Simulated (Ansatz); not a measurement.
NbCl4. Charge 0, multiplicity 2. Geometry r2SCAN-D4/def2-SVP, basis def2-TZVP, Ansatz.

| atom | x (Å) | y (Å) | z (Å) |
| --- | --- | --- | --- |
| Nb1 | 0.0000 | 0.0000 | 0.0000 |
| Cl2 | -1.9015 | -1.2672 | 0.0423 |
| Cl3 | -0.7535 | 2.1441 | 0.2416 |
| Cl4 | 1.3129 | 0.0765 | -1.8692 |
| Cl5 | 1.3421 | -0.9533 | 1.5853 |

| run | HOMO (eV) | LUMO (eV) |
| --- | --- | --- |
| A | -6.55 | -3.92 |
| B | -4.87 | -4.58 |
| C | -4.71 | -4.40 |
| D | -8.88 | -1.82 |
| E | -5.34 | -4.66 |

In the def2 sets Nb takes a core potential; there is no spin–orbit coupling.

HOMO and LUMO are taken over both spins.

Q: The runs used BLYP, PBE, PBE0, r2SCAN, ωB97M-V. Estimate which is which.

A: A PBE0 (25 % exact exchange); B PBE (0 % exact exchange); C BLYP (0 % exact exchange); D ωB97M-V (range-separated); E r2SCAN (0 % exact exchange). Exact exchange lowers occupied and raises empty levels; among semilocal functionals meta-GGAs tend to open the gap a little, and such runs are hard to tell apart. The gap grows from 0.30 eV (PBE) to 7.05 eV (ωB97M-V).
